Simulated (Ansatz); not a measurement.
C8H14Si, SMILES `C[Si](C)(C)C1C=CC=C1`, relaxed with RKS PBE-D4/def2-SVP in Ansatz from a rough embedded geometry. The force threshold is 0.03 eV/Å; the program also tests the step.

Total charge 0; spin multiplicity 1.

Start:

```xyz
23

C    -0.369   -1.960    1.545
Si   -0.286   -0.919   -0.028
C    -1.964   -0.212   -0.322
C     0.134   -1.977   -1.440
C     1.007    0.471    0.168
C     0.720    1.476    1.271
C     0.614    2.722    0.780
C     0.845    2.703   -0.622
C     1.081    1.445   -1.070
H    -0.607   -1.326    2.385
H     0.692   -2.356    1.720
H    -1.027   -2.755    1.448
H    -1.954    0.402   -1.236
H    -2.714   -0.987   -0.447
H    -2.304    0.432    0.507
H    -0.510   -2.805   -1.583
H     0.189   -1.417   -2.400
H     1.204   -2.413   -1.345
H     1.978    0.020    0.315
H     0.640    1.209    2.284
H     0.474    3.599    1.340
H     0.839    3.525   -1.266
H     1.316    1.123   -2.000
```

```tsv
step	energy (eV)	largest force (eV/Å)	largest move (Å)
1	-16377.7145	4.158	0.000
2	-16378.4673	1.706	0.109
3 (rejected)	-16378.3076	2.095	0.200
4	-16378.5912	0.217	0.097
5	-16378.6050	0.190	0.100
6	-16378.6145	0.102	0.104
7	-16378.6179	0.085	0.076
8	-16378.6188	0.027	0.014
```

End:

```xyz
23

C    -0.296   -1.906    1.552
Si   -0.237   -0.852   -0.020
C    -1.891    0.007   -0.305
C     0.202   -1.957   -1.495
C     1.181    0.467    0.189
C     0.768    1.378    1.291
C     0.434    2.597    0.752
C     0.681    2.565   -0.681
C     1.163    1.326   -1.026
H    -0.573   -1.297    2.437
H     0.682   -2.387    1.758
H    -1.052   -2.713    1.447
H    -1.858    0.642   -1.212
H    -2.698   -0.745   -0.437
H    -2.157    0.653    0.555
H    -0.539   -2.777   -1.599
H     0.205   -1.381   -2.442
H     1.202   -2.421   -1.372
H     2.095   -0.142    0.357
H     0.702    1.086    2.348
H     0.039    3.462    1.304
H     0.498    3.403   -1.369
H     1.448    0.991   -2.033
```

Hardware: 4 threads of an AMD EPYC 7R13 on a shared host and a share of an NVIDIA H100 80 GB. Wall time 17 s, peak host memory 0.9 GiB.
